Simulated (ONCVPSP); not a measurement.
## Which change was made? (Zn, ONCV)

zinc (Zn), optimised norm-conserving Vanderbilt (ONCV), made with ONCVPSP 4.0.1 (PBEsol, scalar-relativistic). Core [Ne], reference 3s2 3p6 3d10 4s0.5 (charge +1.5). Waves: 3s+4s: rc 1.15 bohr, ncon 4, nbas 8, qcut 12.1 1/bohr, 2 projectors; 3p: rc 0.85 bohr, ncon 4, nbas 7, qcut 12.8 1/bohr, 1 projector; 3d: rc 1.20 bohr, ncon 3, nbas 8, qcut 11.9 1/bohr, 3 projectors, debl 3.1 Ha. Local part: polynomial inside 0.65 bohr (lpopt 4, dvloc0 1 Ha). Core correction: none.

Cutoffs, loose and tight: the cutoffs (Ha) at which the residual kinetic energy of the hardest occupied pseudo-wave falls to 1 and 0.1 mHa per electron. They do not see the model core or the augmentation charge, which bear on the density cutoff. Test errors are all-electron minus pseudo excitation energies from the reference, over the configurations 3s2 3p6 3d10 4s2; 3s2 3p6 3d10 4s1; 3s2 3p6 3d10 4s0; 3s2 3p6 3d9 4s2 4p1; variants that change the core or the reference have their own tests.

The base gives: outcome: generated; cutoff, loose: 60 Ha; cutoff, tight: 67 Ha; bound ghosts: none; GHOST(+) flags above zero: none; largest test error (meV): +85.

Q: After one change the result is: outcome: generated; cutoff, loose: 56 Ha; cutoff, tight: 62 Ha; bound ghosts: none; GHOST(+) flags above zero: none; largest test error (meV): +107. Which change was it?
A. all radii scaled by about 0.82 (s 0.94, p 0.70, d 1.00 bohr); local potential polynomial inside 0.54 bohr (lpopt 4, dvloc0 1 Ha)
B. all radii scaled by about 1.10 (s 1.26, p 0.94, d 1.32 bohr); local potential polynomial inside 0.72 bohr (lpopt 4, dvloc0 1 Ha)
C. all radii scaled by about 1.20 (s 1.38, p 1.02, d 1.44 bohr); local potential polynomial inside 0.78 bohr (lpopt 4, dvloc0 1 Ha)

A: B. The others give: all radii scaled by about 0.82 (s 0.94, p 0.70, d 1.00 bohr); local potential polynomial inside 0.54 bohr (lpopt 4, dvloc0 1 Ha) → outcome: generated; cutoff, loose: 85 Ha; cutoff, tight: 267 Ha; bound ghosts: none; GHOST(+) flags above zero: s, d; largest test error (meV): +44 | all radii scaled by about 1.20 (s 1.38, p 1.02, d 1.44 bohr); local potential polynomial inside 0.78 bohr (lpopt 4, dvloc0 1 Ha) → outcome: generated; cutoff, loose: 52 Ha; cutoff, tight: 62 Ha; bound ghosts: none; GHOST(+) flags above zero: none; largest test error (meV): +142.
